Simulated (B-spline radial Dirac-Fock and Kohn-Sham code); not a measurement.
# Anomalous scattering factors of Ru, 17.4793 keV to 76.92 keV

The computed values come from a radial finite-basis atomic code: the dispersion relation over Dirac-Hartree-Slater subshell photoionisation cross sections, with the Kissel-Pratt high-energy constant (isolated atom, no bound-bound lines or fine structure). The forward scattering factor is f₀ + f′ + i f″.

Input of the calculation (task.json; shells as n, l, electrons):

```json
{"items": [{
  "Z": 44,
  "q": 0,
  "cfg": [[1, 0, 2], [2, 0, 2], [2, 1, 6], [3, 0, 2], [3, 1, 6], [3, 2, 10], [4, 0, 2], [4, 1, 6], [4, 2, 7], [5, 0, 1]],
  "A": 102,
  "rrms": 4.4809,
  "do": "dispersion",
  "hv": [502.9, 508.5, 640.1, 901.2, 905.9, 1000.0, 1253.6, 1486.9, 2000.0, 2132.0, 2176.0, 2195.0, 2984.4, 3329.0, 3464.0, 3866.0, 3923.0, 4000.0, 4510.9, 5252.0, 5414.7, 5564.0, 6000.0, 6403.9, 6904.0, 6930.3, 8047.8, 8487.0, 9015.0, 9251.7, 12000.0, 15000.0, 17479.3, 22162.9, 23850.0, 24209.8, 25320.0, 25550.0, 30000.0, 40000.0, 42820.0, 44790.0, 62980.0, 76920.0],
  "edges": {"K": 22117.0, "L1": 3224.0, "L2": 2967.0, "L3": 2838.0, "M1": 586.1, "M2": 483.3, "M3": 461.5, "M4": 284.2, "M5": 280.0, "N1": 75.0}
}]}
```

Command: `python xray2_run.py task.json out`

Edges near this range: K 22117.0 eV.

```
hν (eV)   λ (Å)  f′ (e)  f″ (e)  tabulated f′  tabulated f″
17479.3  0.7093  -1.245   0.852         -1.25          0.82
22162.9  0.5594       ?       ?             ?             ?
  23850  0.5198  -1.601   3.224         -1.59          3.20
24209.8  0.5121  -1.402   3.148         -1.39          3.13
  25320  0.4897  -0.966   2.928         -0.96          2.91
  25550  0.4853  -0.897   2.885         -0.90          2.87
  30000  0.4133  -0.189   2.212         -0.19          2.20
  40000  0.3100   0.166   1.350          0.16          1.33
  42820  0.2895   0.185   1.197          0.18          1.19
  44790  0.2768   0.191   1.105          0.18          1.10
  62980  0.1969   0.138   0.594          0.13          0.59
  76920  0.1612   0.077   0.409          0.07          0.41
```

Q: What are f′ and f″ at Ag Kα (22162.9 eV)?

A: f′ = -5.369 and f″ = 3.564 electrons (tables: -4.50 and 3.58). By the optical theorem f″ corresponds to a photoabsorption cross section 2 rₑ λ f″ = 11200 b.

Tabulated f′: xraylib 4.2 anomalous scattering factors (Cullen et al., EPDL97); f″: Chantler's tables (J. Phys. Chem. Ref. Data 1995 and 2000). Both are theoretical tables.
